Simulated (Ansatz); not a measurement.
Gas-phase electronic energies from Ansatz, PBE0-D4/def2-TZVP geometries. CBS: MP2 limit from def2 TZ/QZ plus the TZ coupled-cluster correction, frozen cores. This one scheme is used for every species. DFT in def2-TZVPP. B3LYP here is the variant with VWN-RPA as its local correlation; programs differ in this. For Ge outer-core shells are correlated without core-valence functions, which leaves a few kJ/mol of doubt a bond. Scalar relativity is left out up to krypton. One conformer a species, not always the lowest.

`[CH3][GeH2][BH][AlH2]` + `C=N` → `C=[N][GeH2][CH3]` + `[BH2][AlH2]`  (cleavage of the Ge–B bond)

```tsv
level	ΔE (kcal/mol)	difference from CCSD(T)/CBS
PBE-D4	2.0	1.8
r2SCAN-D4	0.5	0.3
PBE0-D4	1.4	1.2
B3LYP-D4	-0.8	-1.0
ωB97X-V	-1.0	-1.2
ωB97M-V	-0.8	-1.0
B2PLYP	-1.5	-1.7
PBE	2.1	1.9
r2SCAN	0.5	0.3
PBE0	1.4	1.2
B3LYP	-0.7	-0.9
HF/def2-TZVPP	-3.9	-4.1
MP2/def2-TZVPP	-2.1	-2.3
SCS-MP2/def2-TZVPP	-2.7	-2.9
CCSD/def2-TZVPP	-0.6	-0.8
CCSD(T)/def2-TZVPP	-0.4	-0.6
HF/def2-QZVPP	-4.2	-4.4
MP2/def2-QZVPP	-1.9	-2.1
SCS-MP2/def2-QZVPP	-2.5	-2.7
HF/CBS(def2)	-4.2	-4.4
MP2/CBS(def2)	-1.5	-1.7
CCSD/CBS(def2)	0.0	-0.2
CCSD(T)/CBS	0.2	0
```

Largest T1 diagnostic among the species: 0.012.

In def2-TZVPP, CCSD(T) changes the Hartree–Fock value by +3.6 kcal/mol (the triples alone add +0.2 kcal/mol) and MP2 by +1.8 kcal/mol.
